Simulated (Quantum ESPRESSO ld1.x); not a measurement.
Results of a calculation; reference values are marked as such.
All-electron atom: B I in [He] 2s2 7d1 (not the ground configuration). Level of theory: scalar-relativistic Kohn-Sham, LDA (Slater exchange, Perdew-Zunger correlation), spin-polarised, spherical densities, point nucleus; open shells are filled with parallel spins first (ld1.x of Quantum ESPRESSO 7.5).

Radial electron density D(r) = 4 pi r^2 rho(r):

```
   r/bohr * D(r) (the largest magnitude, 5.06, reaches the edge; | marks zero)
   0.0118 |*
  0.01609 | *
  0.02194 |   *
  0.02991 |      *
  0.04079 |          *
  0.05561 |                *
  0.07582 |                          *
   0.1034 |                                     *
   0.1409 |                                               *
   0.1941 |                                                      *
   0.2646 |                                                   *
   0.3608 |                                      *
   0.4919 |                     *
   0.6707 |          *
   0.9144 |        *
    1.247 |            *
      1.7 |           *
    2.318 |      *
    3.192 | *
    4.352 *
    5.933 *
    8.089 *
    11.03 *
    15.04 *
     20.5 *
    27.95 *
    38.11 *
    52.49 *
    71.56 *
    97.57 *
```

D(r) has 6 maxima, at r = 0.208, 1.43, 11.9, 23.6, 40.9, 71.6 bohr, and minima at 0.811 bohr, inside which lie 2.06 electrons.
